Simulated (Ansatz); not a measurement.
C2H3Cl3Si, SMILES `C=C[Si](Cl)(Cl)Cl`, relaxed with RKS PBE0-D4/def2-TZVP in Ansatz from a PBE-D4/def2-SVP geometry. The force threshold is 0.005 eV/Å; the program also tests the step.

Charge 0, multiplicity 1.

Start:

```xyz
9

C    -1.182    1.031    0.413
C    -0.381   -0.018    0.682
Si    0.896   -0.664   -0.497
Cl    0.904    0.446   -2.242
Cl    0.510   -2.641   -0.963
Cl    2.776   -0.574    0.361
H    -1.932    1.388    1.139
H    -1.120    1.574   -0.545
H    -0.469   -0.542    1.652
```

**Question.** By how much does the energy fall, and how many steps does the optimiser take? (Best estimate.)

**Answer.** The calculation gave: 1.40 kcal/mol, in 6 steps, 1 of them rejected.

**Question.** Which bonds change most? (Best estimate.)

**Answer.** Ansatz gave: Si3–Cl4 from 2.069 to 2.036 Å; Si3–Cl5 from 2.068 to 2.037 Å; Si3–Cl6 from 2.068 to 2.037 Å; C1–C2 from 1.347 to 1.329 Å.

**Question.** Give the relaxed structure. (Best estimate.)

**Answer.** The calculation gave: 
```xyz
9

C    -1.170    1.019    0.411
C    -0.378   -0.016    0.672
Si    0.887   -0.656   -0.494
Cl    0.904    0.429   -2.217
Cl    0.507   -2.604   -0.951
Cl    2.738   -0.568    0.352
H    -1.907    1.367    1.128
H    -1.114    1.559   -0.529
H    -0.467   -0.530    1.628
```
